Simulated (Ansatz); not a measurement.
Task: Name a neutral molecule of Al, C, N, Si and H with HOMO energy (ωB97M-V/def2-TZVPP) between -7.10 and -6.80 eV and LUMO energy (PBE0/def2-TZVPP) between -1.15 and -0.85 eV (Ansatz, PBE0-D4/def2-TZVP geometry).

Result: `[SiH3]N/C=[C]1\[NH][AlH]1` (-6.94 eV, -1.02 eV). Other molecules can fit too; these were computed, each in one conformer that needn't be the lowest.
